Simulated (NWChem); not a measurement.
System: AlH$_{2}$O$_{2}$, doublet; SMILES [OH][Al][OH]

```xyz
5

Al     0.0000     0.0000    -0.5171
O     -1.5390     0.0000     0.2662
H     -1.6545     0.0000     1.2319
O      1.5390     0.0000     0.2662
H      1.6545     0.0000     1.2319
```
Atoms are numbered in this order, from 1.

Computed with NWChem. Spin-unrestricted. In the optimisation the excess spin sits in a1 (C2v, its own frame). Geometry: optimised at PBE-D3(BJ)/def2-SVP, spin-unrestricted. The spin multiplicity was typed, not searched, and may not be the lowest. No stability test was run on the SCF state.

Question: Taking UHF/def2-TZVPP as the yardstick, which of these has the fewest basis functions while keeping “highest occupied level (eV)” within 0.05 eV of it: UHF/def2-SVP; UHF/def2-TZVP; UHF/def2-SVPD?

Answer: UHF/def2-SVPD.
```
level           basis functions  highest occupied level (eV)
--------------  ---------------  ---------------------------
UHF/def2-SVP                 56                        -8.64
UHF/def2-SVPD                86                        -8.85
UHF/def2-TZVP               111                        -8.83
UHF/def2-TZVPP              132                        -8.83
```

The yardstick is one finite set, not the basis-set limit.
